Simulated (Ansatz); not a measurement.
An input meant for [ICl4]- (ICl₄⁻) (charge -1, singlet; atoms displaced at random, 0.08 Å in each coordinate).

```yaml
crystal:
  periodic: [true, true, true]
  atoms:
    - {symbol: I, position_ang: [0.012303, 0.134993, 0.037918]}
    - {symbol: Cl, position_ang: [2.583688, 0.031241, 0.058949]}
    - {symbol: Cl, position_ang: [0.094117, 2.480894, 0.063783]}
    - {symbol: Cl, position_ang: [-2.406636, -0.014846, -0.174282]}
    - {symbol: Cl, position_ang: [0.100573, -2.459994, -0.179835]}
basis:
  gaussian: {orbitals: def2-SVP, fitting: {mean_field: def2-universal-jkfit}}
total_charge: -1
hamiltonian: {xc: {name: B97M-V}}
accuracy: high
output: {forces: true}
```

```sh
$ ansatz run in.yaml --threads 4 --pin off --events-out ev --progress --plain --max-ram 3916MiB
```

Shortened log:

```
Error: YAML parse error: error: line 2 column 3: crystal: missing field `lattice` (a structure is typed as `lattice` and `atoms`, a molecule's as `atoms` in Å alone, or read from a run's directory, `checkpoint`)
 --> <input>:2:3
  |
1 | crystal:
2 |   periodic: [true, true, true]
  |   ^ crystal: missing field `lattice` (a structure is typed as `lattice` and `atoms`, a molecule's as `atoms` in Å alone, or read from a run's directory, `checkpoint`)
3 |   atoms:
4 |     - {symbol: I, position_ang: [0.012303, 0.134993, 0.037918]}
  |
```

In this input the species is marked periodic without a cell. The input was rejected before any iteration.
